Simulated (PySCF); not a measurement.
## Electronic structure of Si²⁺ (silicon, charge +2) at the UHF level

Configuration: [Ne] 3s1 3p1, high-spin 3P determinant (an excited configuration). All numbers are calculated (PySCF 2.14, the spin-free X2C one-electron Hamiltonian (Gaussian nucleus), in x2c-QZVPPall with one added diffuse shell each of s, p, d, f type (10s7p5d3f1g, 86 functions)).

- Total energy: -288.405512 hartree
- One-electron energy: -390.3666 hartree
- Hartree (Coulomb) energy: 121.8999 hartree
- Exchange energy: -19.9388 hartree
- ⟨S²⟩: 2.0001
- ⟨L²⟩: 2.023
- Sum of ⟨r⟩: 8.701 bohr
- Sum of ⟨r²⟩: 12.85 bohr²
- Traceless quadrupole moment −½Σ⟨3z² − r²⟩ along its main axis: -2.51 e·bohr²
- Langevin diamagnetic susceptibility: -10.2 ×10⁻⁶ cm³/mol

```csv
shell,electrons,mean orbital energy (eV),spread (eV),"rms radius, mean of both spins (bohr)"
1s α,1,-1900.3,0,0.129
1s β,1,-1899.6,0,0.129
2s α,1,-191.16,0,0.612
2s β,1,-189.99,0,0.612
2p α,3,-138.71,0.474,0.597
2p β,3,-137.88,0.611,0.597
3s α,1,-35.625,0,2.09
3p α,1,-26.897,0,2.36
```

Densities and radii are taken from the X2C orbitals without a picture-change correction, which distorts them close to the nucleus.

Spin-orbit constants ζ (cm⁻¹) from the X2C one-electron operator on these orbitals: bare nucleus, nucleus screened by l(l+1)(2l+1)/3 electrons, and screened by the Breit-Pauli mean field of the electrons.

```json
{"shell": "2p", "bare": "3931", "screened nucleus": "3369", "mean field": "3119"}
{"shell": "3p", "bare": "284.4", "screened nucleus": "243.8", "mean field": "222.9"}
```

To first order the Landé constant is A = 111.5 cm⁻¹, so the lowest level has J = 0 and lies 0.0276 eV below the centre of the term. This holds in LS coupling only.
